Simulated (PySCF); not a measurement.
Compound: C₃H₇NOSi.
Numbering: `[CH2:1]=[N:2][C:3](=[CH2:4])[O:5][SiH3:6]` (hydrogens: H7, H8 on C1; H9, H10 on C4; H11, H12, H13 on Si6)

Computed with PySCF at CAM-B3LYP/def2-SVPD, non-relativistic, on one gas-phase PBE0-D3(BJ)/def2-SVP geometry that isn't relaxed in the solvent. The solvent is an IEF-PCM continuum (cavity from Bondi-type radii × 1.2), and excitations are vertical TDDFT with non-equilibrium linear response and a frozen core. Specific hydrogen bonds and non-electrostatic terms are outside this model.

Gas-phase singlets (H = HOMO, L = LUMO):

```
state  E (eV)  λ (nm)      f           leading configurations
   S1   4.330     286  0.068               H→L 75%, H-1→L 21%
   S2   5.038     246  0.035               H-1→L 72%, H→L 22%
   S3   6.340     196  0.013             H→L+1 80%, H→L+2 11%
   S4   6.866     181  0.023             H→L+2 62%, H→L+3 16%
   S5   7.083     175  0.227  H→L+4 54%, H→L+5 16%, H→L+3 12%
```

Q: Give the list for acetonitrile (ε = 35.69), n² = 1.81.

A: 
| state | E (eV) | λ (nm) | f | leading configurations | change by rank (eV) |
| --- | --- | --- | --- | --- | --- |
| S1 | 4.460 | 278 | 0.088 | H→L 73%, H-1→L 24% | +0.130 |
| S2 | 5.153 | 241 | 0.056 | H-1→L 70%, H→L 25% | +0.115 |
| S3 | 6.310 | 196 | 0.018 | H→L+1 90% | -0.030 |
| S4 | 6.917 | 179 | 0.140 | H→L+2 53%, H→L+3 16%, H→L+4 13% | +0.051 |
| S5 | 7.146 | 174 | 0.188 | H→L+4 69%, H→L+2 11% | +0.063 |

Q: The ground-state energy changes by -0.161 eV from gas to acetonitrile. By how much does the total energy of gas-phase S1 change?

A: E(S1) = E(S0) + excitation energy, so it changes by -0.161 + 0.130 = -0.031 eV: it is lowered less than the ground state, which is what a blue shift means. This is the vertical state, with the slow part of the continuum still set for S0.

Q: How do the frontier levels move from gas to acetonitrile?

A: 
```json
{"orbital": "LUMO+2", "gas (eV)": "1.39", "solvent (eV)": "1.41", "change (eV)": "+0.02", "Löwdin shares, gas": "Si6 42 %, H12 14 %, H13 13 %, H11 12 %", "Löwdin shares, solvent": "Si6 46 %, H12 13 %, H13 12 %, H11 12 %"}
{"orbital": "LUMO+1", "gas (eV)": "1.24", "solvent (eV)": "1.24", "change (eV)": "0.00", "Löwdin shares, gas": "Si6 24 %, C1 22 %, C4 9 %, C3 7 %", "Löwdin shares, solvent": "Si6 34 %, O5 12 %, C3 11 %, C4 8 %"}
{"orbital": "LUMO", "gas (eV)": "-0.46", "solvent (eV)": "-0.27", "change (eV)": "+0.19", "Löwdin shares, gas": "C1 34 %, N2 27 %, C4 10 %, C3 7 %", "Löwdin shares, solvent": "C1 34 %, N2 25 %, C4 10 %, C3 8 %"}
{"orbital": "HOMO", "gas (eV)": "-7.97", "solvent (eV)": "-8.00", "change (eV)": "-0.03", "Löwdin shares, gas": "C4 37 %, C3 22 %, O5 16 %, N2 8 %", "Löwdin shares, solvent": "C4 37 %, C3 22 %, O5 15 %, N2 9 %"}
{"orbital": "HOMO-1", "gas (eV)": "-9.64", "solvent (eV)": "-9.56", "change (eV)": "+0.08", "Löwdin shares, gas": "N2 44 %, C1 12 %, Si6 8 %, C3 7 %", "Löwdin shares, solvent": "N2 45 %, C1 13 %, C3 8 %, Si6 6 %"}
{"orbital": "HOMO-2", "gas (eV)": "-10.81", "solvent (eV)": "-10.87", "change (eV)": "-0.06", "Löwdin shares, gas": "Si6 32 %, H13 21 %, H11 19 %, O5 18 %", "Löwdin shares, solvent": "Si6 23 %, O5 18 %, H12 14 %, H13 14 %"}
{"orbital": "HOMO-3", "gas (eV)": "-10.84", "solvent (eV)": "-10.92", "change (eV)": "-0.08", "Löwdin shares, gas": "O5 22 %, Si6 21 %, H12 17 %, N2 13 %", "Löwdin shares, solvent": "Si6 30 %, H11 23 %, O5 22 %, H13 12 %"}
```

The HOMO–LUMO gap goes from 7.51 to 7.73 eV. Rows go by rank; for HOMO-3, HOMO-2, LUMO+1 and LUMO+2 the atom shares or the degeneracy differ between the runs, so the row needn't follow one orbital.

Conformer computed: `[CH2:1]=[N:2][C:3](=[CH2:4])[O:5][SiH3:6]`: C1–N2–C3–C4 40°, N2–C3–O5–Si6 -10°.
